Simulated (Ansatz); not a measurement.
C2H7BFNSi (`C=C([SiH3])NBF`), relaxed with RKS PBE-D4/def2-SVP in Ansatz 0.2.0 from a rough embedded geometry. The force threshold is 0.03 eV/Å; the program also tests the step.

Total charge 0; spin multiplicity 1.

Start:

```xyz
13

C     0.779    1.649    0.715
C     0.266    0.518    0.234
Si   -0.895    0.720   -1.172
N     0.544   -0.791    0.731
B     0.031   -2.099    0.294
F     0.432   -3.351    0.949
H     0.584    2.589    0.329
H     1.508    1.523    1.532
H    -0.455   -0.052   -2.327
H    -1.084    2.131   -1.529
H    -2.250    0.182   -0.776
H     1.241   -0.841    1.581
H    -0.701   -2.179   -0.562
```

```
        step  energy (eV)  largest force (eV/Å)  largest move (Å)
           1  -14929.8682                 4.104             0.000
           2  -14930.5604                 1.969             0.159
3 (rejected)  -14930.5597                 1.111             0.193
           4  -14930.6746                 0.751             0.061
           5  -14930.6857                 0.226             0.020
           6  -14930.6876                 0.015             0.013
```

End:

```xyz
13

C     0.839    1.587    0.767
C     0.268    0.473    0.247
Si   -0.957    0.645   -1.197
N     0.559   -0.806    0.751
B     0.042   -2.049    0.320
F     0.452   -3.166    0.943
H     0.607    2.585    0.369
H     1.556    1.533    1.606
H    -0.473   -0.092   -2.415
H    -1.053    2.112   -1.503
H    -2.316    0.119   -0.825
H     1.231   -0.814    1.529
H    -0.755   -2.128   -0.593
```

Hardware: 4 threads of an Arm Neoverse V2 on a shared host. Wall time 11 s, peak host memory 0.19 GiB.
